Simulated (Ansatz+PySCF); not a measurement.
Values are calculated unless marked as measured or tabulated.
# Several solutions for quartet V

A single V atom.

Basis set: def2-SVP (spherical functions). Charge 0, multiplicity 4.

PBE0 (restricted open-shell) was run from several starts with Ansatz (development build ahead of 0.2.0) and PySCF 2.14.0.

```csv
run,program,start,converged,energy (hartree),<S²>
A,Ansatz,search for the lowest state,yes,-943.55284,3.75
B,Ansatz,"atomic start, no search",yes,-943.55284,3.75
C,Ansatz,stability test followed,yes,-943.55284,3.75
D,PySCF,program defaults,no,–,–
```

Problem. Which runs reached the lowest solution of this kind, and what is wrong with the others?

Solution. A, B, C reached the lowest solution found. Not converged: D.
